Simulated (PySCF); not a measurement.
B(F)3(OH2), H₂BF₃O, singlet, PBE0/def2-SVP optimised geometry.

```
7

B     -0.36    -0.12     0.00
F     -0.97    -1.09     0.73
F     -0.97     1.09     0.00
F      0.97    -0.12     0.00
O     -0.77    -0.66    -1.62
H     -1.34     0.03    -1.99
H     -1.32    -1.45    -1.51
```

Density from PBE0/def2-TZVP in PySCF at that geometry.

Minimum of the electron density along straight lines between bonded atoms, close to the bond critical point (lines longer than 1.1 times the sum of covalent radii, or with two minima, are not listed):

| bond | length / Å | ρ at the minimum / e bohr⁻³ | ∇²ρ there / e bohr⁻⁵ | position (fraction from the first atom) |
|---|---|---|---|---|
| B1–F2 | 1.353 | 0.192 | 1.02 | 0.34 |
| B1–F3 | 1.353 | 0.192 | 1.02 | 0.34 |
| B1–F4 | 1.337 | 0.202 | 1.12 | 0.34 |
| O5–H6 | 0.968 | 0.352 | -2.47 | 0.82 |
| O5–H7 | 0.968 | 0.352 | -2.48 | 0.82 |
